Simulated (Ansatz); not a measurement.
Two structures of SiNH$_{4}$F$_{3}$, singlet, reached by relaxing down either side of one saddle point (PBE0-D4/def2-TZVP). Energies are electronic, without zero-point energy. Ansatz 0.2.0; basis: def2-TZVPP and def2-QZVPP; cores frozen in the correlated methods. Extrapolation: Hartree–Fock as exp(−7.88 √X), correlation as X^−2.97. First:

```
9
angstrom
Si -0.6319 0.8182 -0.3388
N 0.6413 -0.0029 0.4704
F -0.2850 0.7609 -1.8784
F -0.7188 2.3508 0.0560
H -1.9278 0.1973 -0.0492
H 0.4421 -1.7055 0.1246
F 0.2849 -2.6262 -0.0312
H 0.6126 -0.0037 1.4824
H 1.5828 0.2109 0.1642
```

Second:

```json
{"atom": "Si1", "x (Å)": "-0.8794", "y (Å)": "0.1166", "z (Å)": "-0.3948"}
{"atom": "N2", "x (Å)": "1.0335", "y (Å)": "-0.1371", "z (Å)": "0.4640"}
{"atom": "F3", "x (Å)": "-0.0061", "y (Å)": "0.1807", "z (Å)": "-1.7467"}
{"atom": "F4", "x (Å)": "-0.8806", "y (Å)": "1.4105", "z (Å)": "0.5646"}
{"atom": "H5", "x (Å)": "-2.2180", "y (Å)": "0.2941", "z (Å)": "-0.9957"}
{"atom": "H6", "x (Å)": "1.4822", "y (Å)": "-0.9676", "z (Å)": "0.0943"}
{"atom": "F7", "x (Å)": "-1.1168", "y (Å)": "-1.3254", "z (Å)": "0.2824"}
{"atom": "H8", "x (Å)": "0.9617", "y (Å)": "-0.2339", "z (Å)": "1.4707"}
{"atom": "H9", "x (Å)": "1.6235", "y (Å)": "0.6620", "z (Å)": "0.2612"}
```

Which bonds change from the first to the second?

SiNH₃F₂ ([NH2][SiH]([F])[F]) + HF → SiHF₃ ([F][SiH]([F])[F]) + NH₃ (still joined by a long Si–N bond); bonds formed: Si1–F7, N2–H6; bonds broken: H6–F7; bonds weakened to dative contacts: Si1–N2.

Give the saddle point's structure and its height above each. (Judge from chemistry; the value comes from the calculation.)

Computed: 0.685 eV above the first and 1.436 eV above the second (CCSD(T) at an estimated basis limit (MP2 extrapolated from triple and quadruple zeta, plus CCSD(T) − MP2 in triple zeta)).
```tsv
atom	x (Å)	y (Å)	z (Å)
Si1	-0.6231	0.3683	-0.3703
N2	0.8281	-0.0857	0.6187
F3	-0.2252	0.3838	-1.9007
F4	-0.6908	1.9448	-0.0538
H5	-1.9482	-0.0696	0.0620
H6	0.5216	-1.2273	0.2009
F7	-0.3044	-1.7150	-0.4581
H8	0.7465	0.0809	1.6140
H9	1.6956	0.3198	0.2872
```

The T1 diagnostic stays at or below 0.012.

Steps of this kind, hydrogen fluoride cutting a network bond, underlie vapour etching and the fluorination step of atomic layer etching.

Labels in which every atom is bracketed show which atoms are joined, not bond orders.

For scale, one of the runs: CCSD(T)/def2-TZVPP, 222 basis functions, launched by `ansatz run in.yaml --threads 4 --pin off --events-out ev --progress --plain --max-ram 9574MiB`. Hardware: 4 CPU threads of an Intel Xeon Platinum 8488C, shared host. Wall time 80 s; peak host memory 3.8 GiB.
